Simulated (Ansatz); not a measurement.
A made-up structure of Si2H3OF, singlet:

O1  (0.435, -1.676, -0.742)
Si2  (0.105, -0.556, 0.384)
F3  (1.936, 1.347, 0.564)
Si4  (0.289, 1.681, 0.251)
H5  (0.495, -1.374, -1.653)
H6  (-0.936, 1.790, 1.136)
H7  (-0.417, 1.548, -1.090)
(Å)

It is relaxed with PBE-D4/def2-SVP and then PBE0-D4/def2-TZVP (Ansatz 0.2.0). Atoms count as bonded within 1.22 times the sum of their covalent radii (H–H: 0.88 Å). The end point is not checked to be a true minimum.

(1) Does its bonding change? (Judge from chemistry; the calculation decides.)

## Answers

(1) The calculation gives: No: no bond forms or breaks.

Where it ends: The first stage lowers the energy by 2.77 eV in 30 steps. It ends as Si₂H₃OF ([OH][Si][SiH2][F]):
| atom | x (Å) | y (Å) | z (Å) |
| --- | --- | --- | --- |
| O1 | -0.0270 | -1.6377 | -0.8594 |
| Si2 | 0.6549 | -1.1921 | 0.5822 |
| F3 | 1.6046 | 2.0911 | 0.8849 |
| Si4 | 0.4199 | 1.2211 | 0.2259 |
| H5 | -0.2785 | -0.9862 | -1.5208 |
| H6 | -0.8688 | 1.7371 | 0.7808 |
| H7 | 0.4012 | 1.5277 | -1.2427 |

Labels in which every atom is bracketed show which atoms are joined, not bond orders.

For scale, one of the runs: PBE0-D4/def2-TZVP relaxation, 154 basis functions, launched by `ansatz run in.yaml --threads 2 --pin off --events-out ev --progress --plain --max-ram 4352MiB`. Hardware: 2 CPU threads of an Arm Neoverse V2, shared host. Wall time about 38 s.
